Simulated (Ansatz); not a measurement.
The input (input.yaml):

```yaml
crystal:
  periodic: [false, false, false]
  atoms:
    - { symbol: Sn, position_ang: [-0.210924, 0.0, -0.148127] }
    - { symbol: H, position_ang: [-0.036018, 0.0, 1.913728] }
    - { symbol: H, position_ang: [1.507682, 0.0, -0.012836] }
    - { symbol: H, position_ang: [-0.705061, 1.461738, -0.870399] }
    - { symbol: H, position_ang: [-0.705061, -1.461738, -0.870399] }
    - { symbol: F, position_ang: [-2.001978, 0.0, 1.10797] }
    - { symbol: H, position_ang: [-0.989938, 0.0, 1.809362] }
basis:
  gaussian: { orbitals: def2-SVP }
hamiltonian:
  xc: pbe0
  dispersion: d4
phonons: {}
```

Command:

```bash
$ ansatz run input.yaml --threads 1 --pin off --max-ram 2048MiB --backend cpu --events-out ev --progress --plain --runs-dir out
```

Hardware: 1 thread of Arm Neoverse V2, on a shared host.

Task: Roughly how long does this run take, and how much memory?

Result: 34 s, with a peak of 0.12 GiB, for 0 ionic steps.
